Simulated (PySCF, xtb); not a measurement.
C4H6OSe, SMILES C=C=COC[SeH]. Other conformers were not sampled.

Harmonic wavenumbers (cm⁻¹) from GFN2-xTB run with xtb at its own minimum, in rising order: 30, 86, 148, 177, 249, 273, 403, 501, 548, 567, 660, 827, 861, 881, 977, 994, 1107, 1176, 1225, 1229, 1321, 1409, 1440, 2081, 2089, 2887, 2976, 2987, 3063, 3072.

What does PySCF 2.14.0 with B3LYP-D3(BJ)/def2-SVP give at its own minimum? (The exact figures need the calculation; the answer reports its results.)

17, 108, 164, 225, 262, 290, 416, 561, 594, 622, 722, 859, 909, 942, 1006, 1031, 1113, 1205, 1289, 1310, 1376, 1454, 1492, 2084, 2411, 3031, 3096, 3135, 3164, 3176. Paired by order, the mean absolute difference is 61 cm⁻¹ and the zero-point energies are 51.8 and 54.4 kcal/mol.
